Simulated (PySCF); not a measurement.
# One molecule, several mistakes: ClH3NSi2

These are calculations, not measurements. They come from PySCF 2.14.0, an open-source quantum chemistry program, on an isolated molecule that a program drew, which may never have been made. The molecule is ClH3NSi2 (charge 0, doublet), drawn as the SMILES string `[SiH2]=N[SiH]Cl`.

Each row is a Hartree-Fock (HF) and frozen-core CCSD(T) single point in the cc-pV(D+d)Z basis, meant for a local HF minimum. Run 1 is clean. Each other run has one planted mistake out of seven kinds, and not every kind appears here: one electron removed, one electron added, multiplicity raised by two, geometry at a saddle point, minimal basis STO-3G, one bond length entered in bohr, all coordinates scaled. The reference is restricted for singlets and unrestricted otherwise, and also for a bond in bohr. Adding or removing an electron swaps singlet and doublet. Electrons count all cores. HOMO and LUMO are orbital energies over both spins, the gradient is its largest component, and the lowest frequency (negative if imaginary) is given only where the gradient is small. Bond lengths are over the 6 bonds as drawn. T1 is the CCSD diagnostic: over 0.02 (restricted) or 0.045 (unrestricted) a single reference is doubtful.

Geometry of the clean run:
```xyz
7
ClH3NSi2, angstrom
Si    1.6809   -0.2769    2.1048
N     0.1659   -0.4458    1.7377
Si   -1.4160    0.1001    1.7224
Cl   -1.5782    2.1735    2.0490
H     2.6414   -1.3774    1.9487
H     2.3125    0.9407    2.6386
H    -2.0743   -0.1485    0.4226
```

```
run  electrons  basis functions  <S^2>  HOMO (eV)  LUMO (eV)  gradient (hartree/bohr)  lowest frequency (cm^-1)  mean bond (Å)  longest bond (Å)      T1  HF (hartree)  CCSD(T) (hartree)                 mistake
  1         55               98  0.776      -8.23       0.90                  1.2e-05                        56         1.6276             2.105  0.0199   -1093.58972        -1094.11913                no fault
  2         55               98  0.792      -8.39       0.80                  2.1e-02                         -         1.6683             2.158  0.0214   -1093.58489        -1094.11863  all coordinates scaled
  3         56               98  0.000      -0.56       6.02                  4.7e-02                         -         1.6276             2.105  0.0287   -1093.56853        -1094.14682      one electron added
  4         55               35  1.122      -5.98       4.98                  6.9e-02                         -         1.6276             2.105  0.0445   -1081.24178        -1081.41252    minimal basis STO-3G
  5         54               98  0.000     -16.27      -6.24                  8.9e-02                         -         1.6276             2.105  0.0185   -1093.32193        -1093.84772                       ?
```

**Which mistake was planted in run 5, and what did it cost?**

It counts 54 electrons, one fewer than the clean run, at the same geometry and basis. So the mistake is: one electron removed. Subtracting run 1 and multiplying by 627.51 kcal/mol a hartree, the energy moved by 168.0 kcal/mol in HF and 170.3 kcal/mol in CCSD(T).

Cautions from the logs. Run 3: T1 is over the limit, so its CCSD(T) energy is less reliable.
